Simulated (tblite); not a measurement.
C6H9NO (charge +1 and doublet state).
Z-matrix (Å and degrees, GFN2-xTB geometry), rows numbered from 1:
```
C 
C   1  1.5098
C   2  1.4623  1  115.97
C   3  1.4269  2  129.22  1    14.28
N   4  1.2916  3  109.90  2   172.41
O   5  1.3511  4  109.14  3     5.25
C   6  1.3181  5  109.82  4    -5.45
C   7  1.4602  3  131.68  2     4.88
H   1  1.0893  2  111.46  3    53.07
H   1  1.0867  2  110.14  3   174.48
H   1  1.0916  2  111.42  3   -66.52
H   2  1.1025  1  109.82  3   125.19
H   2  1.1036  1  110.09  3  -122.60
H   4  1.0718  3  129.11  2    -2.64
H   8  1.0961  7  109.93  3    88.05
H   8  1.0901  7  109.89  3  -155.68
H   8  1.0877  7  112.01  3   -31.88
```

Computed with GFN2-xTB (tblite): harmonic, unscaled wavenumbers at the GFN2-xTB geometry, gas phase. Against measured fundamentals such values can be off by several per cent, at times by over 20. One conformer, not necessarily the lowest. Open shells enter through the occupations alone, without spin polarisation, and single modes of such species can be off by tens of per cent.

Harmonic wavenumbers (cm⁻¹): 50.7, 71.1, 164.1, 171.6, 210.2, 265.9, 283.3, 456.3, 543.0, 597.6, 605.6, 709.0, 742.9, 856.1, 875.7, 936.1, 962.8, 964.6, 970.4, 1015.5, 1070.4, 1077.4, 1100.9, 1133.6, 1243.2, 1273.2, 1301.7, 1340.0, 1358.5, 1371.9, 1388.7, 1405.5, 1421.3, 1438.2, 1458.8, 1505.2, 2816.9, 2871.1, 2932.0, 2987.0, 3021.7, 3024.1, 3045.2, 3062.2, 3182.1.

A = 3378, B = 1734, C = 1173 MHz; mass 111.068 u (most abundant isotopes); point group C1, symmetry number 1; spin multiplicity 2.

Problem. What is the zero-point energy?

Solution. ½Σν̃ = 29642 cm⁻¹ = 84.75 kcal/mol.

Problem. Entropy at 298.15 K, 1 bar (ideal gas, RRHO, classical rotation)?

Solution. Translation 40.06, rotation 28.24, vibration 23.15, spin (R ln 2) 1.38: S = 92.8 cal/(mol K).

Problem. And Cp and H(298.15 K) − H(0)?

Solution. Cp = 32.76 cal/(mol K), of which vibrations give 24.81 (their classical limit is 45 R = 89.4); H(298.15 K) − H(0) = 6.02 kcal/mol without the zero-point energy, 3.65 from vibrations.

Problem. How do the functions run with temperature in this model?

Solution. 
| T (K) | S (cal/(mol K)) | Cp (cal/(mol K)) | H − H(0) (kcal/mol) | G − H(0) (kcal/mol) | ln q(vib) |
| --- | --- | --- | --- | --- | --- |
| 100 | 67.8 | 16.6 | 1.20 | -5.58 | 1.38 |
| 200 | 81.6 | 24.1 | 3.24 | -13.09 | 3.47 |
| 300 | 93.0 | 32.9 | 6.08 | -21.83 | 5.53 |
| 500 | 114.0 | 50.0 | 14.44 | -42.57 | 9.71 |
| 800 | 141.4 | 66.4 | 32.14 | -81.01 | 15.95 |
| 1000 | 157.0 | 73.4 | 46.15 | -110.89 | 19.90 |

q(vib) and H(0) count from the zero-point level.

Problem. Blend soft modes into free rotors: weight 1/[1 + (100 cm⁻¹/ν̃)⁴] for the oscillator and the rest for a rotor with moment μB/(μ + B), μ = h/(8π²ν), B = 10⁻⁴⁴ kg m². What vibrational entropy results?

Solution. 21.22 cal/(mol K) in place of 23.15, which changes −T·S at 298.15 K by +0.58 kcal/mol.

Hindered rotation and anharmonicity are outside this model. Other conformers, if any are populated, would add a mixing term that is left out. The structure is chiral; the term R ln 2 for an equal mix with its mirror image is left out.
